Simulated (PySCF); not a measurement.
## Correlation energy of I (iodine, neutral)

[Kr] 4d10 5s2 5p4 6s1, high-spin 4P determinant (an excited configuration). Calculation: PySCF 2.14, in aug-cc-pwCVDZ-PP with ECP28MDF; a scalar-relativistic core potential. Frozen: 4s2 4p6 4d10; 7 electrons correlated.

MP2 pair energies summed by pair of shells (mhartree):

```json
{"pair": "5p-5p", "energy": "-32.78", "share (%)": "39.5"}
{"pair": "5s-5p", "energy": "-30.28", "share (%)": "36.5"}
{"pair": "5p-6s", "energy": "-10.70", "share (%)": "12.9"}
{"pair": "5s-5s", "energy": "-5.81", "share (%)": "7.0"}
{"pair": "5s-6s", "energy": "-3.33", "share (%)": "4.0"}
```

Total MP2 correlation energy: -82.89 mhartree.

Same-spin part -24.56 and opposite-spin part -58.33 mhartree; SCS-MP2 scales them by 1/3 and 6/5 to -78.18 mhartree.
